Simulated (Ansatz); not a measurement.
`[CH3][Al@H-]1[OH+][Al@@H-]([CH3])[OH+]1`, 16 atoms. Charge 0, multiplicity 1. All runs use 4 threads of an Arm Neoverse V2 on a shared host. Correlated methods freeze the cores.

Q: Give the basis size and wall time and peak host memory of each of these runs in Ansatz. RKS BHLYP-D4/def2-TZVPP energy; RKS PBE0-D4/def2-TZVP relaxation (27 steps); RHF-CCSD(T)/def2-SVP energy; RKS PBE0-D4/def2-TZVP frequencies; RHF-MP2/def2-QZVPP energy; RKS PBE0-D4/def2-SVP energy; direct RPA on PBE orbitals/def2-TZVPP energy; RKS SPW92 (LDA)/def2-TZVPP energy; RKS PBE0-D4/def2-QZVPP energy; RKS ωB97M-V/def2-QZVPP energy; RKS B97M-V/def2-TZVPP energy; RKS ωB97X-V/def2-TZVPP energy. (Best estimate.)

A: Computed: Other jobs shared the machine, so times are rough.

```tsv
level	job	functions	wall time	peak host memory (GiB)
RKS PBE0-D4/def2-SVP	energy	142	2 s	0.7
RKS SPW92 (LDA)/def2-TZVPP	energy	348	2.5 s	0.59
RKS BHLYP-D4/def2-TZVPP	energy	348	7 s	1.3
direct RPA on PBE orbitals/def2-TZVPP	energy	348	13 s	1.2
RKS ωB97X-V/def2-TZVPP	energy	348	16 s	1.5
RKS B97M-V/def2-TZVPP	energy	348	16 s	0.73
RHF-CCSD(T)/def2-SVP	energy	142	20 s	1.1
RKS PBE0-D4/def2-QZVPP	energy	668	24 s	3.2
RKS ωB97M-V/def2-QZVPP	energy	668	46 s	3.9
RHF-MP2/def2-QZVPP	energy	668	73 s	6.5
RKS PBE0-D4/def2-TZVP	relaxation (27 steps)	258	2.9 min	0.89
RKS PBE0-D4/def2-TZVP	frequencies	258	7 min	0.89
```
